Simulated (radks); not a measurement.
Question: The mean radii <r> (bohr) of the occupied orbitals of an atom or ion are listed with their occupations. Calculated with a radial shooting solver on a logarithmic mesh with Libxc functionals: scalar-relativistic Kohn-Sham, PBE, spin-unpolarised, spherical densities, point nucleus.

orbital  occ.      <r>
1s          2  0.02110
2s          2  0.08832
2p          6  0.07790
3s          1   0.2109

Name the element and its charge.

Answer: Z = 66, dysprosium, charge +55: Dy55+ in [Ne] 3s1. The 1s radius gives Z: for a bare nucleus <r> = (2 gamma + 1)/(2Z) with gamma = sqrt(1 - (Z/c)^2), 0.02085 bohr for Z = 66, and screening makes it slightly larger (0.02110 here). The occupations add up to 11, and the charge is Z minus that.
